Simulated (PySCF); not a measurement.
**Computed properties of Zr(Cl)2(SH)2 (Cl2H2S2Zr), SMILES [Cl][Zr]([Cl])([SH])[SH], multiplicity 1**

Zr(Cl)2(SH)2 (Cl₂H₂S₂Zr), SMILES [SH][Zr]([SH])([Cl])[Cl], multiplicity 1. Geometry optimised at r2SCAN-D4/def2-SVP. The spin state was assumed, not searched. The def2 effective core potentials stand for the cores of Zr; spin–orbit coupling is left out. The values are those of a single conformer. All values are computed for the isolated molecule unless a solvent is named; none is compared with measurement here.

**Structure.** All 15 harmonic modes at r2SCAN-D4/def2-SVP (PySCF) are real, so it is a minimum. With heavy atoms numbered as in [Zr:1]([Cl:2])([Cl:3])([SH:4])[SH:6], the shortest bond between them is Zr1–Cl3 at 2.341 Å and the longest Zr1–S6 at 2.425 Å.

**Vibrations.** The strongest infrared lines (harmonic, unscaled, degenerate partners summed) lie at 418 cm⁻¹ (103 km/mol, Cl 51 %, Zr 35 %, S 11 %), 391 cm⁻¹ (59 km/mol, Cl 57 %, Zr 24 %, H 17 %), 470 cm⁻¹ (45 km/mol, H 62 %, S 20 %, Zr 11 %). The softest mode is at 60 cm⁻¹ and the zero-point energy is 12.3 kcal/mol.

**Electronic structure.** ωB97X/def2-TZVP (PySCF) places the frontier levels at -10.47 and -0.62 eV, a gap of 9.85 eV, and gives a dipole moment of 0.74 D and a mean polarisability of 105.0 bohr³. PBE/def2-TZVP (PySCF) at the same geometry gives -6.91 and -3.42 eV, so its gap is 6.36 eV narrower. An orbital gap is neither the optical nor the fundamental gap.

**Excitations.** TDA-B3LYP/def2-SVPD (PySCF) has S1 at 3.91 eV (317 nm, f = 0.003, weak); the most intense of the 10 singlets computed lies at 4.63 eV (f = 0.05). T1 (TDA) is at 3.72 eV, 0.19 eV under S1. TDA-PBE/def2-SVPD (PySCF) puts S1 at 3.55 eV. No vertical singlet excitation falls in the visible range (under 3.1 eV).
